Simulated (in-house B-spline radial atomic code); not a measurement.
Successive ionisation energies of promethium; each step leads to the configuration of the next row (after the last: [Ne] 3s2 3p6). Dirac energy differences include first-order Breit, QED and recoil terms. NIST's values go from ground level to ground level; the uncertainty of those that are theory runs from under 0.1 % in few-electron ions to several per cent in heavy many-electron ones. Computed with a B-spline radial code for spherical atoms: Dirac-Hartree-Fock, jj configuration that fills j = l - 1/2 first, finite nuclei.

A number in brackets counts the electrons of a j subshell.

```
  ion                    configuration  ionisation energy (eV)  tabulated value (eV)  computed minus tabulated (eV)  highest orbital  largest mean radius (bohr)
Pm27+  [Ar] 3d10 4s2 4p1/2(2) 4p3/2(2)                   997.9                   998                              0            4p3/2                     0.55796
Pm28+  [Ar] 3d10 4s2 4p1/2(2) 4p3/2(1)                  1039.3                  1040                             -1            4p3/2                     0.55364
Pm29+           [Ar] 3d10 4s2 4p1/2(2)                  1112.7                  1113                              0            4p1/2                     0.53271
Pm30+           [Ar] 3d10 4s2 4p1/2(1)                  1158.0                  1158                              0            4p1/2                     0.52823
Pm31+                    [Ar] 3d10 4s2                  1261.0                  1261                              0            4s1/2                     0.52466
Pm32+                    [Ar] 3d10 4s1                  1307.3                1308.7                             -1            4s1/2                     0.52089
Pm33+                        [Ar] 3d10                  2251.0                  2251                              0            3d5/2                     0.25558
Pm34+           [Ar] 3d3/2(4) 3d5/2(5)                       ?                     ?                              ?                ?                           ?
Pm35+           [Ar] 3d3/2(4) 3d5/2(4)                  2447.2                  2443                              4            3d5/2                     0.25199
Pm36+           [Ar] 3d3/2(4) 3d5/2(3)                       ?                     ?                              ?                ?                           ?
Pm37+           [Ar] 3d3/2(4) 3d5/2(2)                  2649.5                  2652                             -2            3d5/2                     0.24883
Pm38+           [Ar] 3d3/2(4) 3d5/2(1)                  2753.0                  2755                             -2            3d5/2                     0.24736
Pm39+                    [Ar] 3d3/2(4)                  2891.5                  2892                             -1            3d3/2                      0.2459
Pm40+                    [Ar] 3d3/2(3)                       ?                     ?                              ?                ?                           ?
Pm41+                    [Ar] 3d3/2(2)                  3108.1                  3112                             -4            3d3/2                     0.24294
Pm42+                    [Ar] 3d3/2(1)                  3218.7                  3219                              0            3d3/2                     0.24148
```

Problem. Fill in the row of Pm34+.

Solution. ionisation energy (eV): 2348.3; tabulated value (eV): 2344; computed minus tabulated (eV): 4; highest orbital: 3d5/2; largest mean radius (bohr): 0.25377.

Problem. Fill in the row of Pm36+.

Solution. ionisation energy (eV): 2547.6; tabulated value (eV): 2549; computed minus tabulated (eV): -1; highest orbital: 3d5/2; largest mean radius (bohr): 0.2503.

Problem. Fill in the row of Pm40+.

Solution. ionisation energy (eV): 2999.0; tabulated value (eV): 2997; computed minus tabulated (eV): 2; highest orbital: 3d3/2; largest mean radius (bohr): 0.24441.

Problem. Where is the largest jump?

Solution. From Pm32+ to Pm33+, by a factor of 1.72 (1307.3 to 2251 eV); the highest orbital goes from 4s1/2 to 3d5/2.
